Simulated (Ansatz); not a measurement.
`c1ccc(-c2ccc(-c3ccc(-c4ccc(-c5ccc(-c6ccc(-c7ccc(-c8ccc(-c9ccccc9)cc8)cc7)cc6)cc5)cc4)cc3)cc2)cc1`, 92 atoms. Hardware: 4 threads of AMD EPYC 7R13 on a shared host and a share (37 GiB) of an NVIDIA H100 80GB HBM3.

Correlated methods freeze 54 core orbitals. Single mean-field runs in 6-31G, def2-SVP, def2-mTZVP are fitted with def2-universal-jkfit.

How many basis functions does each of these Ansatz runs have, and roughly what does it cost? PBE0-D4/def2-SVP, charge 0 triplet at the geometry of the charge 0 singlet, energy; PBE-D4/def2-SVP, charge -1 doublet at the geometry of the charge 0 singlet, energy, from earlier orbitals; r2SCAN-D4/def2-SVP, charge 0 singlet, energy, from earlier orbitals; r2SCAN-D4/def2-mTZVP, charge 0 singlet, energy, from earlier orbitals; RPA@PBE/def2-SVP, charge 0 singlet, energy, from earlier orbitals; PBE0-D4/def2-SVP, charge -1 doublet at the geometry of the charge 0 singlet, energy; B97M-V/def2-SVP, charge 1 doublet at the geometry of the charge 0 singlet, energy, from earlier orbitals; HF/6-31G, charge 0 singlet, energy; PBE0-D4/def2-SVP, charge 0 singlet, energy and forces, from earlier orbitals; HF/STO-3G, charge 0 singlet, energy; PBE-D4/def2-SVP, charge 1 doublet at the geometry of the charge 0 singlet, energy, from earlier orbitals; B3LYP-D4/6-31G, charge 0 singlet, energy.

Other jobs shared the machine, so times can vary by a factor of up to 3.

```json
{"run": "HF/STO-3G, charge 0 singlet, energy", "functions": "308", "fitting or Cholesky vectors": "4425", "wall time": "9.5 s", "peak host memory (GiB)": "1.1"}
{"run": "r2SCAN-D4/def2-SVP, charge 0 singlet, energy, from earlier orbitals", "functions": "946", "fitting or Cholesky vectors": "4734", "wall time": "11 s", "peak host memory (GiB)": "1.4"}
{"run": "B3LYP-D4/6-31G, charge 0 singlet, energy", "functions": "562", "fitting or Cholesky vectors": "4734", "wall time": "11 s", "peak host memory (GiB)": "1.2"}
{"run": "HF/6-31G, charge 0 singlet, energy", "functions": "562", "fitting or Cholesky vectors": "4734", "wall time": "11 s", "peak host memory (GiB)": "1.2"}
{"run": "PBE0-D4/def2-SVP, charge 0 singlet, energy and forces, from earlier orbitals", "functions": "946", "fitting or Cholesky vectors": "4734", "wall time": "13 s", "peak host memory (GiB)": "2.9"}
{"run": "PBE-D4/def2-SVP, charge -1 doublet at the geometry of the charge 0 singlet, energy, from earlier orbitals", "functions": "946", "fitting or Cholesky vectors": "4734", "wall time": "14 s", "peak host memory (GiB)": "1.6"}
{"run": "r2SCAN-D4/def2-mTZVP, charge 0 singlet, energy, from earlier orbitals", "functions": "1140", "fitting or Cholesky vectors": "4734", "wall time": "15 s", "peak host memory (GiB)": "1.5"}
{"run": "B97M-V/def2-SVP, charge 1 doublet at the geometry of the charge 0 singlet, energy, from earlier orbitals", "functions": "946", "fitting or Cholesky vectors": "4734", "wall time": "18 s", "peak host memory (GiB)": "2.8"}
{"run": "PBE-D4/def2-SVP, charge 1 doublet at the geometry of the charge 0 singlet, energy, from earlier orbitals", "functions": "946", "fitting or Cholesky vectors": "4734", "wall time": "18 s", "peak host memory (GiB)": "1.6"}
{"run": "PBE0-D4/def2-SVP, charge -1 doublet at the geometry of the charge 0 singlet, energy", "functions": "946", "fitting or Cholesky vectors": "4734", "wall time": "20 s", "peak host memory (GiB)": "1.7"}
{"run": "RPA@PBE/def2-SVP, charge 0 singlet, energy, from earlier orbitals", "functions": "946", "fitting or Cholesky vectors": "9864", "wall time": "27 s", "peak host memory (GiB)": "8.2"}
{"run": "PBE0-D4/def2-SVP, charge 0 triplet at the geometry of the charge 0 singlet, energy", "functions": "946", "fitting or Cholesky vectors": "4734", "wall time": "31 s", "peak host memory (GiB)": "1.8"}
```
